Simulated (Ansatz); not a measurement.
Reaction: BGeH4F (SMILES F[BH][GeH3]) → BGeH3F (SMILES F[B][GeH3], doublet) + H (doublet) (the B-H bond breaks)
Each species at its own B3LYP-D3(BJ)/def2-TZVP minimum (Ansatz, an electronic-structure program).

Wanted: bond dissociation energy (electronic), in kJ/mol. UHF or UKS for unpaired electrons; spin-orbit terms are left out. Correlated methods leave the cores frozen (noble-gas shells, and filled d and f shells in the p block). No relativity. CBS(X,Y): correlation extrapolated as X^-3, Hartree-Fock from the larger set. A bracket is a step between two methods taken in the basis named. For partners of very few electrons the exact lower level stands in for a higher one.

CCSD(T)/CBS(cc-pVTZ,cc-pVQZ) + [CCSDT(Q) - CCSD(T)]/cc-pVDZ (Ansatz) gives 440.2 kJ/mol.

Task: What does PBE/def2-TZVPD (Ansatz) give here, and how do the other levels compare?

Result: PBE gives 416.7 kJ/mol, 23.5 kJ/mol below it. Differences of the others: r2SCAN/def2-TZVPD (Ansatz) -21.9; B3LYP/def2-TZVPD (Ansatz) -7.7; PBE0/def2-TZVPD (Ansatz) -19.4; wB97M-V/def2-TZVPD (Ansatz) 1.2; CCSD(T)/CBS(cc-pVTZ,cc-pVQZ) (Ansatz) 0.3 kJ/mol.
